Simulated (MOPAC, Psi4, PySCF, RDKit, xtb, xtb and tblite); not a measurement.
Two geometries of SMILES CCC[SiH2]F, relaxed at GFN2-xTB with one dihedral held; other torsions can differ between them too.

Structure A

```
14

C      1.6238     0.4084    -0.5038
C      0.8802    -0.4049     0.5467
C     -0.5640     0.0650     0.7389
Si    -1.6817    -0.1692    -0.7790
F     -1.3153    -1.5941    -1.4418
H      2.6627     0.0916    -0.5650
H      1.1680     0.2759    -1.4824
H      1.6020     1.4674    -0.2532
H      1.4108    -0.3268     1.5003
H      0.8811    -1.4571     0.2551
H     -0.5582     1.1158     1.0352
H     -0.9925    -0.4843     1.5812
H     -1.4492     0.7919    -1.8484
H     -3.0853    -0.2851    -0.4082
```

Structure B

```
14

C     -1.6834    -0.3436     1.8205
C     -0.8441    -0.5060     0.5592
C      0.5800     0.0197     0.7565
Si     1.6740    -0.1652    -0.7889
F      0.7893    -0.8522    -1.9506
H     -2.6911    -0.7209     1.6612
H     -1.7504     0.7055     2.1028
H     -1.2386    -0.8919     2.6488
H     -0.8076    -1.5613     0.2821
H     -1.3196     0.0310    -0.2639
H      0.5248     1.0693     1.0543
H      1.0309    -0.5071     1.6006
H      2.0691     1.1129    -1.3645
H      2.7778    -1.0957    -0.5978
```

Problem. Which is lower in energy at the level wB97X-D/def2-TZVP // GFN2-xTB in Psi4 1.11, and by how much?

Solution. A is lower, by 1.12 kcal/mol (dihedral C2–C3–Si4–F5: 40° in A, 0° in B).

E(B) − E(A) in kcal/mol at the other levels, on the same two geometries: GFN2-xTB (xtb and tblite) 0.69; MMFF94 // GFN2-xTB (RDKit) 0.26; PBE/def2-TZVP // GFN2-xTB (Psi4) 0.77; PBE-D3(BJ)/def2-TZVP // GFN2-xTB (Psi4) 1.09; UFF // GFN2-xTB (RDKit) 0.67; PM3, restricted, heats of formation // GFN2-xTB (MOPAC) -0.02; PM7, restricted, heats of formation // GFN2-xTB (MOPAC) -0.53; GFN1-xTB // GFN2-xTB (xtb) 1.13; restricted B3LYP/6-31G*, spherical d, density fitting // GFN2-xTB (PySCF) 0.63; restricted BP86/6-31G*, spherical d, density fitting // GFN2-xTB (PySCF) 0.69; restricted Hartree-Fock/3-21G // GFN2-xTB (PySCF) 0.95; restricted MP2 (frozen core)/6-31G*, spherical d // GFN2-xTB (PySCF) 0.88.
